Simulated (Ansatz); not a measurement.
C8H20O4Sn⁺, that is Sn(OEt)4 with one electron fewer. The state is a doublet with charge 1. Geometry PBE-D4/def2-SVP, that of the neutral singlet; atoms count from 1.

Cartesian coordinates in Å:
```
Sn 0.002 -0.002 0.001
O -0.053 -1.899 0.640
C 1.154 -2.495 1.128
C 0.887 -3.974 1.357
H 1.992 -2.363 0.404
H 1.476 -2.015 2.085
H 1.793 -4.478 1.753
H 0.062 -4.112 2.085
H 0.596 -4.468 0.408
O 1.579 0.134 -1.227
C 1.966 1.425 -1.708
C 3.289 1.274 -2.442
H 1.194 1.840 -2.400
H 2.074 2.154 -0.870
H 3.624 2.250 -2.850
H 4.073 0.891 -1.757
H 3.188 0.558 -3.283
O 0.265 1.393 1.413
C -0.797 1.646 2.338
C -0.427 2.875 3.153
H -1.765 1.815 1.807
H -0.950 0.772 3.017
H -1.217 3.102 3.900
H 0.528 2.711 3.692
H -0.303 3.757 2.493
O -1.785 0.365 -0.824
C -2.321 -0.580 -1.756
C -3.752 -0.171 -2.070
H -1.717 -0.598 -2.696
H -2.301 -1.615 -1.340
H -4.206 -0.867 -2.805
H -4.369 -0.178 -1.149
H -3.778 0.854 -2.494
```

In the def2 sets Sn takes a core potential; there is no spin–orbit coupling.

(1) Estimate the Mulliken populations of the heavy atoms from the PBE0/def2-SVP orbitals of Ansatz.

(2) Where does the spin sit?

(3) And the Mayer bond orders between bonded heavy atoms (over 0.3)?

Answers

(1) 
```csv
atom,charge (e),spin (α − β)
Sn1,1.32,-0.05
O2,-0.48,0.18
C3,0.07,0.00
C4,-0.12,0.00
O10,-0.48,0.18
C11,0.07,0.01
C12,-0.12,0.00
O18,-0.48,0.18
C19,0.07,0.01
C20,-0.12,0.00
O26,-0.48,0.18
C27,0.07,0.00
C28,-0.12,0.00
```
Mulliken values and Mayer orders depend strongly on the basis.

(2) Summed by element: Sn -0.05, O 0.73, C 0.02, H 0.30, of 1 unpaired in all. Largest on single atoms: O26 0.18, O18 0.18, O2 0.18.

(3) Sn1–O2 0.88 (2.00 Å); Sn1–O10 0.88 (2.00 Å); Sn1–O18 0.88 (2.00 Å); Sn1–O26 0.88 (2.00 Å); O2–C3 0.91 (1.43 Å); C3–C4 1.10 (1.52 Å); O10–C11 0.91 (1.43 Å); C11–C12 1.10 (1.52 Å); O18–C19 0.91 (1.43 Å); C19–C20 1.10 (1.52 Å); O26–C27 0.91 (1.43 Å); C27–C28 1.10 (1.52 Å).
